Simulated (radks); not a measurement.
The rhodium ion Rh3+, configuration [Kr] 4d6. Method: scalar-relativistic Kohn-Sham, r2SCAN, spin-unpolarised, spherical densities, finite nucleus; meta-GGA in the generalised Kohn-Sham scheme; Fermi nuclear charge, rms radius 4.4945 fm; computed with a radial shooting solver on a logarithmic mesh with Libxc functionals.

X-ray form factor f0, the Fourier transform of the density (f0(0) = 42):

sin(theta)/lambda (1/angstrom),f0 (electrons)
0.05,41.523
0.1,40.174
0.15,38.164
0.2,35.766
0.25,33.237
0.3,30.777
0.4,26.496
0.5,23.238
0.6,20.815
0.8,17.301
1,14.422
1.25,11.285
1.5,8.882
2,6.257
